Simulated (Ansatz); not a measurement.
Born–Oppenheimer molecular dynamics of C$_{4}$H$_{8}$BNO (15 atoms, charge 0, multiplicity 1). It starts from a relaxed structure.

Level of theory: Ansatz 0.2.0, RKS PBE0/STO-3G.

```yaml
ensemble: NVT, Nosé–Hoover chain
time_step: 0.5 fs
steps_asked: 266
set_temperature: 300 K
thermostat: time constant 20 fs, chain length 1
seed: 942095
```

First frame:

```xyz
15
Properties=species:S:1:pos:R:3
B -0.861 0.495 2.408
N -0.494 0.360 1.076
C 0.385 -0.620 0.465
C 0.469 -0.393 -0.858
C 1.244 -1.119 -1.937
O -0.303 0.716 -1.296
C -0.941 1.229 -0.070
H -0.427 -0.262 3.185
H -1.589 1.359 2.705
H 0.859 -1.387 1.077
H 0.563 -1.514 -2.705
H 1.800 -1.954 -1.494
H 1.955 -0.440 -2.430
H -0.634 2.287 0.091
H -2.048 1.193 -0.187
```

Problem. How far do the bonds stretch over the last three quarters of this one trajectory? (Pairs bonded in most of those frames.)

Solution. 
```csv
bond,mean (Å),spread (Å),shortest,longest
B1–N2,1.391,0.026,1.33,1.44
B1–H8,1.171,0.027,1.12,1.22
B1–H9,1.172,0.024,1.12,1.22
N2–C3,1.454,0.016,1.43,1.49
N2–C7,1.508,0.023,1.47,1.56
C3–C4,1.350,0.017,1.32,1.40
C3–H10,1.094,0.021,1.06,1.13
C4–C5,1.520,0.023,1.47,1.56
C4–O6,1.423,0.026,1.37,1.46
C5–H11,1.102,0.022,1.06,1.15
C5–H12,1.102,0.013,1.07,1.13
C5–H13,1.104,0.016,1.08,1.13
O6–C7,1.475,0.021,1.43,1.52
C7–H14,1.117,0.015,1.09,1.15
C7–H15,1.116,0.021,1.07,1.16
```

Mean temperature of the second half: 252 K. The conserved energy stayed within 0.4 meV per atom of its start (net change 0.1 meV per atom), so the integration is sound. The mean temperature of the second half is 16 % below the set value. A run of 0.13 ps of so small a system gives no equilibrium averages. Limits of this set-up: minimal basis.

The run took 12 min on 1 thread of Arm Neoverse V1, on a shared host, peak memory 0.098 GiB.
